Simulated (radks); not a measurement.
Q: Radial electron density D(r) = 4 pi r^2 rho(r) of an atom or ion with 5 electrons. Calculated with a radial shooting solver on a logarithmic mesh with Libxc functionals: scalar-relativistic Kohn-Sham, r2SCAN, spin-polarised, spherical densities, finite nucleus; meta-GGA in the generalised Kohn-Sham scheme; Fermi nuclear charge, rms radius of each element as measured or else 0.836 A^(1/3) + 0.57 fm.

```
   r/bohr * D(r) (the largest magnitude, 19.3, reaches the edge; | marks zero)
 0.007788 |     *
 0.009513 |       *
  0.01153 |          *
  0.01397 |              *
  0.01692 |                  *
  0.02067 |                        *
  0.02504 |                               *
  0.03035 |                                      *
  0.03677 |                                             *
  0.04491 |                                                   *
  0.05441 |                                                      *
  0.06593 |                                                     *
  0.07989 |                                                 *
  0.09758 |                                        *
   0.1182 |                              *
   0.1433 |                      *
   0.1736 |                  *
    0.212 |                  *
   0.2569 |                     *
   0.3113 |                       *
   0.3771 |                     *
   0.4606 |               *
   0.5582 |        *
   0.6763 |   *
   0.8195 |*
    1.001 *
    1.213 *
```

What is the nuclear charge?

A: Z = 17. The innermost maximum, from 1s, lies near gamma/Z bohr with gamma = sqrt(1 - (Z/c)^2) = 0.992, here 0.0584 bohr (found: 0.0585), and its height grows with Z. The density is that of the chlorine ion Cl12+ in [He] 2s2 2p1; the configuration itself is not fixed sharply by these data, and Z only to about a unit. D(r) has 2 maxima, at r = 0.0585, 0.314 bohr, and minima at 0.188 bohr, inside which lie 2.17 electrons.
